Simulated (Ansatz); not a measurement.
`[Cl][Ge]([Cl])([Cl])[I]` and `[Cl][Sn]([Cl])([Cl])[I]` differ in one element.

Ansatz, PBE0-D4/def2-TZVP geometries, multiplicity 1. 

Elements past krypton have def2 core potentials. Scalar relativity is left out up to krypton.

```tsv
property	`[Cl][Ge]([Cl])([Cl])[I]`
HOMO energy (PBE/def2-TZVPP) / eV	-7.23
HOMO energy (ωB97M-V/def2-TZVPP) / eV	-10.57
HOMO–LUMO gap (ωB97M-V/def2-TZVPP) / eV	9.85
LUMO energy (ωB97M-V/def2-TZVPP) / eV	-0.72
zero-point energy (PBE0-D4/def2-TZVP) / kJ/mol	13.3
size of the dipole moment (PBE/def2-TZVPP) / D	0.98
```

(1) What does the change do to each property? (An estimate is asked.)

Results:

(1) Ansatz gave: 
| property | `[Cl][Sn]([Cl])([Cl])[I]` | shift |
| --- | --- | --- |
| HOMO energy (PBE/def2-TZVPP) / eV | -7.38 | -0.15 |
| HOMO energy (ωB97M-V/def2-TZVPP) / eV | -10.71 | -0.14 |
| HOMO–LUMO gap (ωB97M-V/def2-TZVPP) / eV | 9.31 | -0.54 |
| LUMO energy (ωB97M-V/def2-TZVPP) / eV | -1.40 | -0.68 |
| zero-point energy (PBE0-D4/def2-TZVP) / kJ/mol | 11.2 | -2.1 |
| size of the dipole moment (PBE/def2-TZVPP) / D | 1.38 | 0.40 |

With PBE0 the HOMO falls by 0.14 eV and the LUMO falls by 0.67 eV, so the gap narrows by about 0.53 eV. PBE moves the HOMO by -0.15 eV and ωB97M-V by -0.14 eV. Dipoles are sizes alone; their direction can turn.

Spin–orbit coupling is left out; it splits and shifts lone-pair levels of the heavy atoms by tenths of an eV.
